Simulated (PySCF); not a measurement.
Simulated P 2p region for PPAsAs tetrahedron (As2P2), binding energy against the vacuum level.

Every computed line was given a Gaussian of 0.4 eV full width at half maximum and an area set by the number of equivalent atoms (split 2:1 within a doublet); the highest printed point is 100. Computed, not measured: delta-SCF UKS SCAN, pcX-2 on the ionised atom, pcseg-1 elsewhere, spin-free X2C (PySCF).

binding energy (eV), intensity and a bar:
```
    135.8          1 
    135.9          3 #
    136.0         13 ####
    136.1         37 ###########
    136.2         72 ######################
    136.3        100 ##############################
    136.4         98 #############################
    136.5         68 ####################
    136.6         33 ##########
    136.7         12 ####
    136.8          5 #
    136.9          8 ##
    137.0         21 ######
    137.1         38 ###########
    137.2         51 ###############
    137.3         48 ##############
    137.4         32 #########
    137.5         15 ####
    137.6          5 #
    137.7          1 
    137.8          0
```

Task: Count the maxima, the lines and the sites behind this envelope.

Result: The curve has 2 maxima (at 136.3 and 137.2 eV). Under it lie 2 lines from 1 inequivalent phosphorus site, drawn as a 2p3/2, 2p1/2 pair.

Task: Decompose the envelope and assign each component. Bonds: P1–P2, P1–As3, P1–As4, P2–As3, P2–As4, As3–As4.

Result: 
```json
{"position (eV)": "136.34", "relative area": "1.33", "line": "P 2p3/2", "atoms": "P1/P2", "environment": "phosphorus bonded to 2 As and P"}
{"position (eV)": "137.23", "relative area": "0.67", "line": "P 2p1/2", "atoms": "P1/P2", "environment": "phosphorus bonded to 2 As and P"}
```

Task: What are the centre and the root-mean-square width of the whole band?

Result: The area-weighted mean of the lines is 136.64 eV. Their own spread about it is 0.42 eV (rms) and each Gaussian has σ = 0.4/2.355 = 0.17 eV; the variances add, which gives 0.45 eV.

The curve has no shake-up lines and no vibrational structure. The first atom of each set that the bonding makes equivalent was ionised and stands for the set. Spin–orbit and ligand-field terms were added within each 2p shell after the spin-free SCF. 2p1/2 minus 2p3/2 (ligand field included): P 0.89 eV. Isolated species at its PBE0-D3(BJ)/def2-SVP geometry, gas phase.

Time: 4.0 s wall. Hardware: one thread of an Arm Neoverse V2, no GPU, on a shared host.
